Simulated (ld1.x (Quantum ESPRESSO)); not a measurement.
cobalt (Co): variants of one RRKJ potential

Base potential:

ld1.x (Quantum ESPRESSO) 7.5 input, shortened:

```
&input
   title='Co', zed=27., rel=1, dft='PZ', iswitch=3,
   config='[Ar] 3d7 4s2 4p0 4f-2'
 /
 &inputp
   pseudotype=2, tm=.false., lloc=0,
   nlcc=.false.
 /
4
3P  2  1   6.00   0.00  0.90  0.90  0.0
3D  3  2   7.00   0.00  1.25  1.25  0.0
4F  4  3  -2.00   0.35  2.35  2.35  0.0
4S  1  0   2.00   0.00  2.25  2.25  0.0
 &test
   configts(1)='3p6 3d7 4s2 4p0'
 /
```

All-electron outer shells of the reference configuration (LDA (PZ), scalar-relativistic, ld1.x):

| shell | level (eV) | outermost node (bohr) | outermost maximum (bohr) |
| --- | --- | --- | --- |
| 2p | -769.46 | – | 0.17 |
| 3s | -101.87 | 0.31 | 0.67 |
| 3p | -65.51 | 0.28 | 0.68 |
| 3d | -8.46 | – | 0.66 |
| 4s | -5.68 | 0.96 | 2.29 |
| 4p | -1.39 | 1.05 | 3.21 |

Cutoffs, loose and tight: the cutoffs (Ry, on a coarse ladder) from which the occupation-weighted sum of valence levels, in a spherical-Bessel basis at the reference potential, stays within 10 and 1 mRy of its value at 400 Ry. They do not see the model core or the augmentation charge, which bear on the density cutoff. Test errors are all-electron minus pseudo excitation energies from the reference, over the configurations 3p6 3d7 4s1 4p0; 3p6 3d7 4s0 4p0; 3p6 3d6 4s0 4p0; 3p6 3d6 4s2 4p0; 3p6 3d7.5 4s1.5 4p0; 3p6 3d8 4s1 4p0; 3p5 3d7 4s2 4p0 (two spin-polarised tests are not counted in the largest error). A dash means not determined; rows that change the core or the reference have their own tests.

```tsv
change	outcome	cutoff, loose	cutoff, tight	bound ghosts	largest test error (meV)
base	generated	160 Ry	260 Ry	none	-535
wave 3d (bound): rc 1.25 bohr becomes 3d (bound): rc 0.80 bohr	generated	260 Ry	300 Ry	none	-412
wave 3d (bound): rc 1.25 bohr becomes 3d (bound): rc 0.92 bohr	generated	200 Ry	300 Ry	none	-422
wave 3d (bound): rc 1.25 bohr becomes 3d (bound): rc 1.12 bohr	generated	160 Ry	260 Ry	none	-469
wave 3d (bound): rc 1.25 bohr becomes 3d (bound): rc 1.22 bohr	generated	160 Ry	260 Ry	none	-518
wave 3d (bound): rc 1.25 bohr becomes 3d (bound): rc 1.34 bohr	generated	160 Ry	260 Ry	none	-595
wave 3d (bound): rc 1.25 bohr becomes 3d (bound): rc 1.48 bohr	generated	160 Ry	260 Ry	none	-706
wave 3d (bound): rc 1.25 bohr becomes 3d (bound): rc 1.62 bohr	generated	160 Ry	260 Ry	none	-814
wave 3d (bound): rc 1.25 bohr becomes 3d (bound): rc 1.74 bohr	generated	160 Ry	260 Ry	none	-945
wave 3d (bound): rc 1.25 bohr becomes 3d (bound): rc 1.84 bohr	generated	160 Ry	260 Ry	none	-1043
```

Reading the sweep of the d radius (base included, trends over the rows without a ghost): The loose cutoff falls from 260 Ry at 0.8 to 160 Ry at 1.84 bohr. A larger radius leaves more room for a smooth pseudo-wave, so fewer plane waves are needed; a smaller one forces it to follow the all-electron wave where it bends sharply. The median size of the test errors (rows with all tests solved) falls from 205.4 meV at 0.8 to 25.5 meV at 1.84 bohr. This runs against the usual rule that a larger radius transfers worse; these runs do not show why.
